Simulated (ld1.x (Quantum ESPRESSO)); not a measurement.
**Before and after: TM potential for Ru (Z = 44)**

```
Element                 : ruthenium
Generator               : ld1.x (Quantum ESPRESSO) 7.5
Type                    : norm-conserving Troullier–Martins (Kleinman–Bylander form)
Functional              : PBE
Relativity              : fully relativistic
Frozen core             : [Kr]
Valence charge          : 8
Reference configuration : 4d6 5s0 5p0 (charge +2)
Partial waves           : 5p (bound, empty): rc 2.10 bohr; 4d (bound): rc 1.35 bohr; 4f channel at -0.05 Ry: rc 1.90 bohr; 5s (bound, empty): rc 1.95 bohr
Local potential         : the s channel
Core correction         : none
```

Open shells are filled in proportion to 2j + 1 (rel_dist='average').

All-electron outer shells of the reference configuration (PBE, scalar-relativistic, ld1.x):

| shell | level (eV) | outermost node (bohr) | outermost maximum (bohr) |
| --- | --- | --- | --- |
| 4p | -66.41 | 0.49 | 0.98 |
| 4d | -24.14 | 0.48 | 1.20 |
| 5s | -19.07 | 1.22 | 2.44 |
| 5p | -13.46 | 1.37 | 2.90 |

Change: reference 4d7 5s1 5p0.

Cutoffs: the cutoffs (Ry, on a coarse ladder) from which the occupation-weighted sum of valence levels, in a spherical-Bessel basis at the reference potential, stays within 10 and 1 mRy of its value at 400 Ry; they do not see the model core or the augmentation charge, which bear on the density cutoff. Errors are all-electron minus pseudo energies relative to the spin-unpolarised reference configuration.

Question: What does the change do?

Answer: The potential gets neither clearly harder nor softer (55 Ry and 70 Ry → 55 Ry and 70 Ry); both files keep a bound ghost (p); the range in which the p3/2 phases agree widens (upper end -0.0 → 1.1); the range in which the d3/2 phases agree widens (upper end 0.1 → 1.4).

```csv
quantity,base,changed
"cutoff, loose",55 Ry,55 Ry
"cutoff, tight",70 Ry,70 Ry
bound ghosts,"p3/2, p1/2","p1/2, p3/2"
"largest error over its own tests, meV",+168,-324
s: phases at 2.30 bohr within 0.05 rad from the reference energy up to (Ry; the scan ends near 5),-0.8,0.2
p1/2: phases at 2.30 bohr within 0.05 rad from the reference energy up to (Ry; the scan ends near 5),to the end of the scan,to the end of the scan
p3/2: phases at 2.30 bohr within 0.05 rad from the reference energy up to (Ry; the scan ends near 5),-0.0,1.1
d3/2: phases at 2.30 bohr within 0.05 rad from the reference energy up to (Ry; the scan ends near 5),0.1,1.4
d5/2: phases at 2.30 bohr within 0.05 rad from the reference energy up to (Ry; the scan ends near 5),0.1,1.5
f5/2: phases at 2.30 bohr within 0.05 rad from the reference energy up to (Ry; the scan ends near 5),2.4,1.7
f7/2: phases at 2.30 bohr within 0.05 rad from the reference energy up to (Ry; the scan ends near 5),2.4,1.7
```

 A true bound ghost makes a file unfit for plane-wave use even where its test errors are small: the radial tests pick states by their node count and pass the ghost by.
